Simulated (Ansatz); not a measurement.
Calculation: frozen-core CCSD(T)/def2-TZVPP // PBE0-D3(BJ)/def2-TZVP (Ansatz, a program for electronic structure).

Ansatz 0.2 input:
```yaml
crystal:
  periodic: [false, false, false]
  atoms:
    - { symbol: B, position_ang: [-0.001073, 0.338904, -0.000001] }
    - { symbol: H, position_ang: [-1.076783, -0.172864, 0.000004] }
    - { symbol: H, position_ang: [1.077857, -0.166039, -0.000003] }
basis:
  gaussian: { orbitals: def2-TZVPP }
correlation:
  method: ccsd_t
magnetization:
  spin_polarized: true
  initial_magnetization: 1
```

Output:

```
Functional definition: HF
338 factors; integrals over basis functions are off by at most 1.1e-3 eV
mean field evaluation 1: about -700.2565 eV, gradient 7.4e0 eV
mean field evaluation 2: about -700.2567 eV, gradient 7.4e0 eV
mean field evaluation 4: about -700.9771 eV, gradient 6.5e-1 eV
mean field evaluation 8: about -700.9868 eV, gradient 2.1e-3 eV
mean field evaluation 16: about -700.2367 eV, gradient 3.9e0 eV
mean field evaluation 32: about -699.6738 eV, gradient 2.6e-3 eV
mean field -700.98678776 eV, -25.7607893041 hartree, gradient 5.2e-6 eV, S^2 0.753765; 3 other end points of the search recorded, 0 dependent functions left out
determinant -700.98678776 eV, -25.7607893041 hartree, with singles and doubles -703.80361414 eV, -25.8643057645 hartree
determinant -699.67376942 eV, -25.7125367703 hartree, with singles and doubles -702.63534589 eV, -25.8213726982 hartree
1 core orbitals not correlated
reference -700.98678776 eV, -25.7607893041 hartree; 3, 2 occupied and 55, 56 virtual orbitals, 338 factors
second order -2.23779802 eV of doubles, -0.00000000 eV of singles
cycle   1  -2.73571167 eV  change   -2.3e-1 eV  update   1.4e-2
cycle   2  -2.73941160 eV  change   -3.7e-3 eV  update   4.2e-3
cycle   3  -2.74191637 eV  change   -2.5e-3 eV  update   1.6e-3
cycle   4  -2.74257617 eV  change   -6.6e-4 eV  update   4.8e-4
cycle   5  -2.74261940 eV  change   -4.3e-5 eV  update   1.5e-4
cycle   6  -2.74263291 eV  change   -1.4e-5 eV  update   5.1e-5
cycle   7  -2.74264796 eV  change   -1.5e-5 eV  update   1.3e-5
cycle   8  -2.74265014 eV  change   -2.2e-6 eV  update   3.7e-6
perturbative correction -0.05261553 eV, -0.0019335850 hartree
Total energy: -703.78205342 eV, -25.8635134227 hartree
```

Cost: very roughly 1.9 core-seconds.
